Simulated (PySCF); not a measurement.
Isomers of C6H5F3O, one GFN2-xTB conformer each. Single-point energies are computed at PBE0/pcSseg-1 (PySCF, gas phase, no added dispersion term), electronic only.

```
                   SMILES  GFN2-xTB relative energy (kJ/mol)
C#C[C@@H](C(C)=O)C(F)(F)F                              213.0
  O=C1C=CC[C@@H]1C(F)(F)F                               54.7
         Cc1cocc1C(F)(F)F                                0.0
```

Conformers: `[CH:1]#[C:2][C@@H:3]([C:4]([CH3:5])=[O:6])[C:7]([F:8])([F:9])[F:10]` with C2–C3–C4–C5 67°.

What does PBE0/pcSseg-1 give for the same structures?

```tsv
SMILES	PBE0/pcSseg-1 E (Eh)	PBE0/pcSseg-1 (kJ/mol)	GFN2-xTB (kJ/mol)	point group
O=C1C=CC[C@@H]1C(F)(F)F	-605.71260	0.0	54.7	C1
Cc1cocc1C(F)(F)F	-605.70583	17.8	0.0	Cs
C#C[C@@H](C(C)=O)C(F)(F)F	-605.64322	182.2	213.0	C1
```

GFN2-xTB puts Cc1cocc1C(F)(F)F lowest instead; measured from each level's own lowest isomer, the values differ by up to 54.7 kJ/mol (O=C1C=CC[C@@H]1C(F)(F)F: 54.7 against 0.0). As drawn, the lowest has a C=C bond outside aromatic rings, which the highest lacks; the highest has a C≡C bond, which the lowest lacks.

Which frontier levels, dipoles and rotational constants go with these structures?

```csv
SMILES,"HOMO (eV, PBE0/pcSseg-1)",LUMO (eV),dipole (D),"A, B, C (MHz)"
O=C1C=CC[C@@H]1C(F)(F)F,-7.69,-1.89,4.56,"2130, 1252, 959.0"
Cc1cocc1C(F)(F)F,-7.15,-0.24,2.24,"2171, 1140, 863.4"
C#C[C@@H](C(C)=O)C(F)(F)F,-7.83,-1.21,2.16,"1608, 1264, 955.8"
```
